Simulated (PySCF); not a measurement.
C₂H₄Cl₂Si₂.

```xyz
10

Si     3.7040    -0.0298     0.5796
C      1.8685    -0.1179     0.4650
C      0.6485    -0.1726     0.3822
Si    -1.1650    -0.2666     0.2803
Cl    -1.9302     1.6383     0.2567
Cl    -1.6852    -1.2315    -1.4556
H      4.2220     0.7552    -0.5759
H      4.2558    -1.4137     0.5470
H      4.0754     0.6373     1.8594
H     -1.7379    -1.0010     1.4290
```

The structure is a stationary point at PBE0-D3(BJ)/def2-SVP. This is a generated structure with no PubChem entry under its InChIKey; it may be hypothetical.

Level of theory: PySCF with PBE0/pcSseg-1. Non-relativistic, no solvent.

Problem. Give the absolute GIAO shielding of each atom: isotropic value and principal components (ppm). (Estimate from the structure and the level; the computed values follow.)

Solution. 
```csv
atom,σ(iso),σ11,σ22,σ33,span
Si1,446.2,439.9,440.3,458.3,18.4
C2,68.1,-24.3,-19.9,248.4,272.6
C3,68.6,-34.8,-26.7,267.5,302.3
Si4,370.3,327.1,384.9,399.0,72.0
Cl5,861.5,724.4,872.5,987.4,263.0
Cl6,861.5,724.4,872.5,987.4,263.0
H7,27.0,23.6,25.7,31.8,8.3
H8,27.1,23.6,25.6,32.0,8.4
H9,27.1,23.6,25.6,32.0,8.4
H10,25.7,22.4,23.1,31.5,9.1
```
